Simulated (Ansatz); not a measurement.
1,2-elimination

Start structure (BSiH$_{4}$SF, closed shell), relaxed at PBE0-D4/def2-TZVP:

B1  (-0.726, 0.710, 0.291)
Si2  (0.634, -0.795, 0.367)
S3  (-1.160, 1.606, -1.208)
H4  (-0.329, 0.927, -2.014)
F5  (-1.360, 1.090, 1.396)
H6  (-0.008, -2.048, 0.851)
H7  (1.209, -1.044, -0.983)
H8  (1.740, -0.446, 1.300)
(Å)

The step: BSiH₄SF ([F][B]([SiH3])[SH]) → SiH₄ + BSF; bonds formed: Si2–H4; bonds broken: B1–Si2, S3–H4. Ansatz 0.2.0; basis: def2-TZVPP and def2-QZVPP; cores frozen in the correlated methods. Extrapolation: Hartree–Fock as exp(−7.88 √X), correlation as X^−2.97. Energies below are by CCSD(T) at an estimated basis limit (MP2 extrapolated from triple and quadruple zeta, plus CCSD(T) − MP2 in triple zeta).

Question: What are the electronic barrier and the energy of the step, from the start structure to the end structure? (To be estimated.)

Answer: The calculation gives: Barrier 2.141 eV; step energy 0.501 eV (uphill); reverse barrier, their difference, 1.640 eV. Barrier and step energy count from the start structure, the reverse barrier from the end structure.

The saddle point: One imaginary mode of 1141i cm⁻¹.
| pair | start (Å) | saddle (Å) | end (Å) |
| --- | --- | --- | --- |
| Si2–H4 | 3.09 | 1.86 | 1.49 |
| B1–Si2 | 2.03 | 2.27 | 3.62 |
| S3–H4 | 1.34 | 1.75 | 3.67 |

Zero-point energy (harmonic, PBE0-D4): ZPE is 1.124 eV at the start and 1.014 eV at the saddle, so the barrier goes from 2.141 to 2.032 eV.

The T1 diagnostic stays at or below 0.019.

Labels in which every atom is bracketed show which atoms are joined, not bond orders.

For scale, one of the runs: CCSD(T)/def2-TZVPP, 202 basis functions, launched by `ansatz run in.yaml --threads 4 --pin off --events-out ev --progress --plain --max-ram 9574MiB`. Time: 34 s of wall clock on 4 CPU threads of an Arm Neoverse V2; the host was shared. Peak host memory: 2.4 GiB.
